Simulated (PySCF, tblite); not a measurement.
C₄H₄FOP.
Structure used (GFN2-xTB), in Å, numbered top down from 1:
```xyz
11
C4H4FOP angstrom
C     -1.5743   -0.5640    0.1576
C     -0.1973    0.0006    0.1649
C      0.1997    1.2953    0.2508
P      1.9626    1.4602    0.2191
C      1.9874   -0.2440    0.0917
F      3.0417   -1.0538    0.0057
O      0.8175   -0.8827    0.0744
H     -1.7471   -1.1196   -0.7629
H     -2.3024    0.2367    0.2347
H     -1.7034   -1.2493    0.9940
H     -0.4791    2.1232    0.3290
```

Method used: B3LYP/def2-SVPD in PySCF (dipole) on a GFN2-xTB geometry, gas phase.

Masses are those of the commonest isotopes; rigid-rotor values at the optimised geometry. 

(1) Give the principal moments of inertia and the rotational constants in GHz.

(2) What kind of rotor is it?

(3) Is it planar, by Δ = Ic − Ia − Ib?

(4) Give the other two planar moments, Paa and Pbb, and the rms extents of the mass along the axes.

(5) Which types of transition are allowed, and where do some lines up to J = 3 fall?

(6) Estimate the classical rotational partition function at 25 K, 200 K and 298.15 K.

Results:

(1) Ia = 131.03, Ib = 253.61, Ic = 381.51 u·Å²; 505379 MHz·u·Å²/I gives 3857, 1993 and 1325 MHz, that is A = 3.8570, B = 1.9927, C = 1.3247 GHz.

(2) An asymmetric top: κ = (2 × 1993 − 3857 − 1325)/(3857 − 1325) = -0.47.

(3) Not planar: Δ = Ic − Ia − Ib = -3.13 u·Å². For a rigid frame Δ = −2 Σ m c², so Σ m c² = 1.56 u·Å² lies off the ab plane, practically all of it from hydrogen. The atom farthest from that plane is 0.88 Å away.

(4) Paa = Σ m a² = (Ib + Ic − Ia)/2 = 252.05 and Pbb = Σ m b² = (Ia + Ic − Ib)/2 = 129.47 u·Å². With the mass M = 118.00 u, the rms extents √(P/M) along a, b and c are 1.46, 1.05, 0.12 Å.

(5) The dipole components are |μa| = 2.71 D, |μb| = 0.39 D, |μc| = 0.00 D; the mirror of this Cs structure is the ab plane, so μc vanishes by symmetry and there are no c-type lines. The squared components, which scale the intensities, stand as 1.00 : 0.02 (a : b). Some lines, for components of 0.1 D or more:

| type | branch | J(Ka,Kc) | MHz | lower level (cm⁻¹) |
| --- | --- | --- | --- | --- |
| a | Q | 1(1,0) ← 1(1,1) | 668 | 0.173 |
| a | Q | 3(2,1) ← 3(2,2) | 705 | 0.957 |
| b | R | 2(0,2) ← 1(1,1) | 4621 | 0.173 |
| b | Q | 3(1,2) ← 3(0,3) | 4801 | 0.640 |
| a | R | 2(1,1) ← 1(1,0) | 7303 | 0.195 |
| b | R | 2(1,2) ← 1(0,1) | 7831 | 0.111 |
| b | Q | 3(2,2) ← 3(1,3) | 8684 | 0.668 |
| a | R | 3(0,3) ← 2(0,2) | 9397 | 0.327 |
| a | R | 3(2,2) ← 2(2,1) | 9952 | 0.625 |
| a | R | 3(2,1) ← 2(2,0) | 10507 | 0.630 |
| b | Q | 3(3,1) ← 3(2,2) | 11076 | 0.957 |
| b | R | 3(2,2) ← 2(1,1) | 15545 | 0.439 |
| b | R | 3(2,1) ← 2(1,2) | 18254 | 0.372 |
| b | R | 3(3,1) ← 2(2,0) | 20879 | 0.630 |
| b | R | 3(3,0) ← 2(2,1) | 21050 | 0.625 |

(6) Point group Cs, symmetry number σ = 1; q = (√π/σ)·√((kT/h)³/(ABC)), k/h = 20836.6 MHz/K: 6600 at 25 K, 149000 at 200 K, 272000 at 298.15 K.

Its GFN2-xTB frequencies are all real (lowest 59 cm⁻¹). No vibrational averaging or centrifugal distortion is included, and the geometry carries the error of its method. A rigid rotor knows nothing of internal rotation, which can split or shift real lines.
